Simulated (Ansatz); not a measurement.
A structure relaxed at PBE0-D4/def2-SVPD in Ansatz, charge -1, doublet:

```xyz
5

La    0.6408    1.3778    0.1331
La   -0.6406   -1.3780   -0.1327
O     0.3898   -0.0301   -1.5673
O    -1.4189    0.6147    0.4673
O     1.0289   -0.5845    1.0996
```

Question: Give its formula and point group.

Answer: La2O3⁻ (the lowest doublet isomer of a short search). Point group D3h (tolerance 0.1 Å).

Question: Summarise the bond lengths by kind (pairs closer than 1.2 times the sum of covalent radii, bridged metal pairs left out).

Answer: 6 × La–O 2.22 Å.

In the def2 sets La takes a core potential; there is no spin–orbit coupling. The highest occupied level of the charge -1 doublet lies above zero (up to 0.56 eV). The electron is either unbound and held by the finite basis, or the level is raised by self-interaction error. The structure comes from a short search, and lower isomers may exist.
